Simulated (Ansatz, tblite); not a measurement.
Forces on Ge2S5⁻ at its B3LYP-D4/def2-SVPD geometry. Charge -1, multiplicity 2.

The xTB rows come from tblite. The structure comes from a short search, and lower isomers may exist.

GFN1-xTB (tblite), largest force 1.90 eV/Å:

```xyz
7
positions Å, forces eV/Å
Ge    0.330    2.160   -0.190   -0.781   -1.730    0.158
Ge    0.650   -0.900    0.072   -0.720    0.592   -0.044
S     1.208   -2.913    0.241   -0.050    0.517   -0.045
S    -1.864   -0.771    0.084    0.741    0.374   -0.039
S     0.943    0.758    1.591   -0.108   -0.028   -1.093
S    -2.178    1.195   -0.082    1.008    0.113   -0.020
S     0.912    0.471   -1.715   -0.089    0.161    1.083
```

GFN2-xTB (tblite), largest force 0.71 eV/Å:

```
Ge -0.387 -0.400 0.038
Ge -0.617 0.347 -0.024
S 0.213 -0.335 0.027
S 0.046 0.356 -0.031
S 0.168 0.130 0.004
S 0.410 -0.226 0.015
S 0.167 0.128 -0.029
```

PBE-D4/def2-SVP (Ansatz), largest force 0.26 eV/Å:

```
Ge 0.000 -0.257 0.022
Ge 0.019 0.033 -0.002
S -0.028 0.043 -0.003
S -0.001 -0.047 0.003
S 0.000 0.085 0.049
S 0.012 0.067 -0.006
S -0.002 0.076 -0.063
```
